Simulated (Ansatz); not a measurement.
Isolated molecules relaxed with PBE0-D4/def2-TZVP in Ansatz; ΔE leaves out vibrations. CCSD(T)/CBS is the MP2 limit (def2-TZVPP, def2-QZVPP) plus CCSD(T) − MP2 in def2-TZVPP, frozen cores. Functionals use def2-TZVPP. def2 core potentials past Kr. For Mo, Sc outer-core shells are correlated without core-valence functions, which leaves a few kJ/mol of doubt a bond. Scalar relativity is left out up to krypton. One conformer a species, not always the lowest.

`[OH][Mo]([F])([F])(=[S])[Cl]` + `C[O][Sc]([Cl])[Cl]` → `C[O][Mo]([OH])([F])(=[S])[Cl]` + `[F][Sc]([Cl])[Cl]`  (redistribution)

```json
{"level": "PBE-D4", "ΔE (eV)": "-0.47"}
{"level": "r2SCAN0-D4", "ΔE (eV)": "-0.47"}
{"level": "BHLYP-D4", "ΔE (eV)": "-0.44"}
{"level": "PBE0", "ΔE (eV)": "-0.43"}
```

Question: What does CCSD(T)/CBS give? (Best estimate.)

Answer: Computed: -0.48 eV. The listed levels differ from it by 0.01, 0.01, 0.04, 0.05 eV.

Largest T1 diagnostic among the species: 0.025, so the coupled-cluster value is less sure than usual.

The D4 term adds −0.06 eV with B3LYP and −0.03 eV with PBE0; it sums over pairs of atoms, weighted by their polarisabilities, and B3LYP, whose exchange is more repulsive, gets the larger term. Leaving LDA and LC-ωPBE aside and taking each functional with its dispersion term where it has one, the values, not all of them listed here, spread over 0.08 eV, from PBE-QIDH to CAM-B3LYP-D4. LDA lies −0.03 eV from PBE without D4. In def2-TZVPP, CCSD(T) changes the Hartree–Fock value by −0.18 eV (the triples alone add −0.05 eV) and MP2 by −0.25 eV.

B3LYP here is the variant with VWN-RPA as its local correlation; programs differ in this.
